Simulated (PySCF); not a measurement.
C₇H₅F₂ (doublet state).
Bonds: F1–C2, C2–F3, C2–C4, C4–C5 (aromatic), C5–C6 (aromatic), C6–C7 (aromatic), C7–C8 (aromatic), C8–C9 (aromatic), C4–C9 (aromatic). Hydrogens: H10 on C2; H11 on C6; H12 on C7; H13 on C8; H14 on C9.

The geometry is computed with GFN2-xTB (gas phase). This method treats the open shell by occupation alone, without spin polarisation.

(1) Give the optimised bond lengths and angles.

## Answers

(1) 
| bond | length (Å) | order |
| --- | --- | --- |
| F1–C2, C2–F3 | 1.360 | single |
| C2–C4 | 1.503 | single |
| C4–C5 | 1.366 | aromatic |
| C5–C6 | 1.362 | aromatic |
| C6–C7 | 1.394 | aromatic |
| C7–C8 | 1.384 | aromatic |
| C8–C9 | 1.382 | aromatic |
| C4–C9 | 1.399 | aromatic |
| C2–H10 | 1.100 | single |
| C6–H11 | 1.079 | single |
| C7–H12 | 1.080 | single |
| C8–H13 | 1.080 | single |
| C9–H14 | 1.080 | single |

Bonds in one row agree within 0.01 Å and their mean is given. Orders are formal, as drawn. A selection of angles:
| angle | degrees |
| --- | --- |
| F1–C2–F3 | 105.6 |
| F1–C2–C4 | 111.1 |
| C2–C4–C5 | 122.6 |
| C2–C4–C9 | 120.0 |
| C5–C4–C9 | 117.4 |
| C4–C5–C6 | 124.8 |
| C5–C6–C7 | 117.4 |
| C6–C7–C8 | 119.9 |
| C7–C8–C9 | 120.9 |
| C4–C9–C8 | 119.7 |

Torsions: F1–C2–C4–C5 121° (anticlinal).

C4 (carbon bonded to 3 C) is planar (angles 122.6°, 120.0° and 117.4°, sum 360.0°, 0.00 Å off the plane of its three neighbours). The 6-membered ring C4–C5–C6–C7–C8–C9 has internal angles of 117.4° to 124.8°; it is planar, 0.00 Å rms from its mean plane, widest ring torsion 0°. The 7 C–C bonds span 1.362 Å (C5–C6, aromatic) to 1.503 Å (C2–C4, drawn single), a spread of 0.141 Å. C8 (carbon bonded to 2 C and H) is planar (angles 120.9°, 119.7° and 119.5°, sum 360.0°, 0.00 Å off the plane of its three neighbours). C9 (carbon bonded to 2 C and H) is planar (angles 121.5°, 119.7° and 118.8°, sum 360.0°, 0.00 Å off the plane of its three neighbours). C6 (carbon bonded to 2 C and H) is planar (angles 122.0°, 120.6° and 117.4°, sum 360.0°, 0.00 Å off the plane of its three neighbours). C7 (carbon bonded to 2 C and H) is planar (angles 120.6°, 119.9° and 119.5°, sum 360.0°, 0.00 Å off the plane of its three neighbours).

Point group: Cs (every atom within 0.08 Å of its image). Whether it is a minimum is left open (no frequencies).

One conformer stands for the species.
